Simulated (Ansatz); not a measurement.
Two isomers of C2H6FNOSi: A = `C=NC(F)O[SiH3]`, B = `FC1OCN1[SiH3]`.

Gas-phase electronic energies from Ansatz, PBE0-D4/def2-TZVP geometries. CCSD(T)/CBS adds triple-zeta CCSD(T) − MP2 to the extrapolated MP2 energy (def2 sets, frozen cores). DFT in def2-TZVPP. B3LYP here is the variant with VWN-RPA as its local correlation; programs differ in this. One conformer a species, not always the lowest.

(1) Which is lower in electronic energy at CCSD(T)/CBS, and by how much? (An estimate is asked.)

(2) Give E(B) − E(A) in kJ/mol with r2SCAN-D4, B3LYP-D4, HF/def2-TZVPP, CCSD(T)/def2-TZVPP, PBE0-D4, CCSD/def2-TZVPP, PBE-D4. (An estimate is asked.)

Largest T1 diagnostic: 0.013.

Answers

(1) Computed: A, by 85.0 kJ/mol.

(2) The calculation gave: r2SCAN-D4 80.2, B3LYP-D4 88.9, HF/def2-TZVPP 93.7, CCSD(T)/def2-TZVPP 84.7, PBE0-D4 65.0, CCSD/def2-TZVPP 83.5, PBE-D4 70.1. None reverses the order clearly.

From PBE to PBE0 (25 % exact exchange), in def2-TZVPP and without D4, E(B) − E(A) moves by −5.2 kJ/mol. In def2-TZVPP, CCSD(T) changes the Hartree–Fock value by −9.1 kJ/mol (the triples alone add +1.2 kJ/mol) and MP2 by −12.6 kJ/mol.
